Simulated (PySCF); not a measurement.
Correlation energy of Pd⁺ (palladium, charge +1)

[Kr] 4d9, 2D determinant. Calculation: PySCF 2.14, in ANO-RCC-VTZP; the spin-free X2C one-electron Hamiltonian (Gaussian nucleus). Frozen: [Ar] 3d10; 17 electrons correlated.

MP2 pair energies summed by pair of shells (mhartree):

```tsv
pair	energy	share (%)
4d-4d	-285.38	50.0
4p-4d	-176.26	30.9
4p-4p	-51.86	9.1
4s-4d	-29.51	5.2
4s-4p	-23.81	4.2
4s-4s	-3.78	0.7
```

Total MP2 correlation energy: -570.60 mhartree.

Same-spin part -187.48 and opposite-spin part -383.12 mhartree; SCS-MP2 scales them by 1/3 and 6/5 to -522.23 mhartree.
